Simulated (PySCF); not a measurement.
A calculated (MN15, PySCF 2.14, x2c-TZVPPall with one added diffuse shell each of s, p, d, f type, the spin-free X2C one-electron Hamiltonian (Gaussian nucleus)) atom or ion has these occupied shells.

```json
{"shell": "1s β", "electrons": "1", "orbital energy (eV)": "-65227.8", "rms radius, mean of both spins (bohr)": "0.0215"}
{"shell": "1s α", "electrons": "1", "orbital energy (eV)": "-65227.8", "rms radius, mean of both spins (bohr)": "0.0215"}
{"shell": "2s β", "electrons": "1", "orbital energy (eV)": "-11096.3", "rms radius, mean of both spins (bohr)": "0.0870"}
{"shell": "2s α", "electrons": "1", "orbital energy (eV)": "-11096.3", "rms radius, mean of both spins (bohr)": "0.0870"}
{"shell": "2p β", "electrons": "3", "orbital energy (eV)": "-9810.7", "rms radius, mean of both spins (bohr)": "0.0786"}
{"shell": "2p α", "electrons": "3", "orbital energy (eV)": "-9810.7", "rms radius, mean of both spins (bohr)": "0.0786"}
{"shell": "3s α", "electrons": "1", "orbital energy (eV)": "-2525.8", "rms radius, mean of both spins (bohr)": "0.224"}
{"shell": "3s β", "electrons": "1", "orbital energy (eV)": "-2525.8", "rms radius, mean of both spins (bohr)": "0.224"}
{"shell": "3p α", "electrons": "3", "orbital energy (eV)": "-2145.8", "rms radius, mean of both spins (bohr)": "0.224"}
{"shell": "3p β", "electrons": "3", "orbital energy (eV)": "-2145.7", "rms radius, mean of both spins (bohr)": "0.224"}
{"shell": "3d α", "electrons": "5", "orbital energy (eV)": "-1671.8", "rms radius, mean of both spins (bohr)": "0.205"}
{"shell": "3d β", "electrons": "5", "orbital energy (eV)": "-1671.8", "rms radius, mean of both spins (bohr)": "0.205"}
{"shell": "4s β", "electrons": "1", "orbital energy (eV)": "-517.89", "rms radius, mean of both spins (bohr)": "0.502"}
{"shell": "4s α", "electrons": "1", "orbital energy (eV)": "-517.86", "rms radius, mean of both spins (bohr)": "0.502"}
{"shell": "4p α", "electrons": "3", "orbital energy (eV)": "-393.59", "rms radius, mean of both spins (bohr)": "0.534"}
{"shell": "4p β", "electrons": "3", "orbital energy (eV)": "-393.59", "rms radius, mean of both spins (bohr)": "0.534"}
{"shell": "4d α", "electrons": "5", "orbital energy (eV)": "-227.52", "rms radius, mean of both spins (bohr)": "0.580"}
{"shell": "4d β", "electrons": "5", "orbital energy (eV)": "-227.49", "rms radius, mean of both spins (bohr)": "0.580"}
{"shell": "5s α", "electrons": "1", "orbital energy (eV)": "-90.493", "rms radius, mean of both spins (bohr)": "1.21"}
{"shell": "5s β", "electrons": "1", "orbital energy (eV)": "-90.003", "rms radius, mean of both spins (bohr)": "1.21"}
{"shell": "5p α", "electrons": "3", "orbital energy (eV)": "-58.215", "rms radius, mean of both spins (bohr)": "1.41"}
{"shell": "5p β", "electrons": "3", "orbital energy (eV)": "-57.387", "rms radius, mean of both spins (bohr)": "1.41"}
{"shell": "4f α", "electrons": "7", "orbital energy (eV)": "-41.432", "rms radius, mean of both spins (bohr)": "0.761"}
{"shell": "4f β", "electrons": "7", "orbital energy (eV)": "-41.334", "rms radius, mean of both spins (bohr)": "0.761"}
{"shell": "5d α", "electrons": "1", "orbital energy (eV)": "-22.657", "rms radius, mean of both spins (bohr)": "2.16"}
{"shell": "6p α", "electrons": "1", "orbital energy (eV)": "-14.689", "rms radius, mean of both spins (bohr)": "3.86"}
```

Task: Name the element and its charge.

Result: Hf²⁺ (hafnium, charge +2), in [Xe] 4f14 5d1 6p1, one real determinant (an excited configuration).
